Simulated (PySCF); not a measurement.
## Electron correlation in F(2+) (fluorine, charge +2)

[He] 2s2 2p2 3s1, 3s spin antiparallel (an excited configuration). All numbers are calculated (PySCF 2.14, scalar relativity by spin-free X2C-1e, in aug-cc-pCVQZ-DK (9s8p6d4f2g, 109 functions)). Frozen: 1s2; 5 electrons correlated.

MP2 pair energies summed by pair of shells (mhartree):

| pair | energy | share (%) |
| --- | --- | --- |
| 2s-2p | -52.58 | 51.6 |
| 2s-2s | -25.79 | 25.3 |
| 2p-2p | -8.44 | 8.3 |
| 2s-3s | -8.06 | 7.9 |
| 2p-3s | -7.06 | 6.9 |

Total MP2 correlation energy: -101.94 mhartree.

Same-spin part -19.20 and opposite-spin part -82.74 mhartree; SCS-MP2 scales them by 1/3 and 6/5 to -105.68 mhartree.
